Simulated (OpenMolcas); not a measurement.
# Cl II: effect of the active space

```json
{
 "Program": "OpenMolcas 26.06",
 "Method": "SS-CASPT2 or its RAS form, IPEA 0.25 Eh, imaginary shift 0.1 Eh",
 "Basis": "ANO-RCC-VTZP",
 "Scalar Hamiltonian": "DKH2, point nucleus",
 "Spin-orbit coupling": "state interaction with AMFI integrals over the reference wave functions, term energies averaged over their components"
}
```

A. 4 electrons in 3 orbitals (3p); 2S+1 = 3 even, 3 roots; 2S+1 = 1 even, 6 roots; closed shells correlated: 2s 2p 3s; CASPT2 step of the order of 0.7 core-seconds
B. 6 electrons in 4 orbitals (3s 3p); 2S+1 = 3 even, 3 roots; 2S+1 = 1 even, 6 roots; 2S+1 = 3 odd, 3 roots; 2S+1 = 1 odd, 3 roots; closed shells correlated: 2s 2p; CASPT2 step of the order of 1.5 core-seconds
C. 6 electrons in 9 orbitals (RAS2 3s 3p; RAS3 3d, at most 2 electrons); 2S+1 = 3 even, 3 roots; 2S+1 = 1 even, 6 roots; 2S+1 = 3 odd, 3 roots; 2S+1 = 1 odd, 3 roots; closed shells correlated: 2s 2p; CASPT2 step roughly 8 core-seconds

Energies in cm⁻¹ above 3s² 3p⁴ ³P₂, the measured ground level; measured values from NIST Handbook of Basic Atomic Spectroscopic Data.

| Level | A | B | C | Measured |
| --- | --- | --- | --- | --- |
| 3s² 3p⁴ ³P₂ | 0.0 | 0.0 | 0.0 | 0.0 |
| 3s² 3p⁴ ³P₁ | 650 | 650 | 630 | 696 |
| 3s² 3p⁴ ³P₀ | 939 | 938 | 910 | 996 |
| 3s² 3p⁴ ¹D₂ | 12140 | 12140 | 12120 | 11654 |
| 3s² 3p⁴ ¹S₀ | 29650 | 28030 | 28400 | 27878 |

Deviations, from unrounded energies. A percentage is the sum of absolute deviations over the sum of measured energies, with the sign that they share, or ± where signs differ.

| Against measurement | Levels | A | B | C |
| --- | --- | --- | --- | --- |
| mean absolute deviation (cm-1) | 4 | 590 | 190 | 290 |
| fine structure of the ground term (%) | 2 | -6.1 | -6.1 | -9.0 |
| other terms of the ground configuration (%) | 2 | +5.7 | +1.6 | +2.5 |

B lies closest to measurement on these levels and A furthest from it. The largest miss of B in the table is 3s² 3p⁴ ¹D₂, by +480 cm-1. The ranking rests on the paired levels alone, and a cruder setting can come out closer through cancelling errors.

Among A to C the level of the table that moves most is 3s² 3p⁴ ¹S₀, by 1600 cm-1 (lowest in B, highest in A). Moves below CASPT2's spread within the term are not significant.

Term energies are means over components that CASPT2 splits; among the terms shown or strongly mixed into the levels shown the widest spread is 170 cm-1 (3s² 3p⁴ ¹D, B). Over all roots computed the reference weight is 0.87 to 0.96 in B; the roots of lowest weight are the least certain, and an intruder state may touch them. With the s shell closed, the reference lacks s² → p² mixing (holds for A). The run also gave levels led by 3s² 3p³ 3d, which use shells meant for correlation; these and all levels above them are left out (holds for C). Measured partners are found by configuration, term and J. A level has none where our copy of the source lacks it or the pairing is in doubt (some pairs that miss far off the trend of their configuration count as doubtful), and it then counts in no deviation. Levels of configurations outside the active space are missing. Levels that lie high or do not pair safely by name in every column are left out.
